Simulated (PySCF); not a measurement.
Mo(NH)(S)(Cl)2 (Cl₂HMoNS), SMILES [NH]=[Mo](=[S])([Cl])[Cl], multiplicity 1.

Geometry: B3LYP-D3(BJ)/def2-SVP. The spin state was assumed, not searched. The structure was generated by enumeration; whether it is a known compound was not checked. The def2 effective core potentials stand for the cores of Mo; spin–orbit coupling is left out.

Calculation: PySCF 2.14.0 with TDDFT-PBE/def2-SVPD.

Vertical excitations. Gas-phase values at a fixed geometry. State labels are in the subgroup Cs.

Task: List the lowest excited states. (An estimate is asked for; the answer gives what the named calculation found.)

Result: 
```tsv
state	symmetry	energy (eV)	λ (nm)	f	main pairs
S1	A'	2.76	449	0.004	HOMO→LUMO 95 %
S2	A"	2.96	418	0.001	HOMO→LUMO+1 94 %
S3	A"	3.26	381	0.007	HOMO−1→LUMO 90 %
S4	A"	3.59	346	0.007	HOMO−2→LUMO 94 %
S5	A'	3.73	332	0.004	HOMO−1→LUMO+1 62 %, HOMO−3→LUMO 21 %, HOMO→LUMO+2 13 %
S6	A'	3.84	323	0.001	HOMO−2→LUMO+1 93 %
S7	A"	3.94	314	0.001	HOMO→LUMO+3 98 %
S8	A'	4.13	300	0.006	HOMO−3→LUMO 54 %, HOMO→LUMO+2 33 %
S9	A'	4.19	296	0.000	HOMO−4→LUMO 98 %
S10	A"	4.25	292	0.000	HOMO−3→LUMO+1 89 %
T1	A'	2.38	522	0	HOMO→LUMO 97 %
T2	A"	2.66	465	0	HOMO→LUMO+1 94 %
T3	A'	2.91	427	0	HOMO−1→LUMO+1 95 %
T4	A"	2.95	421	0	HOMO−1→LUMO 94 %
```
Triplets are in the Tamm–Dancoff approximation, which puts them higher than full response would, so one can lie above its singlet here.
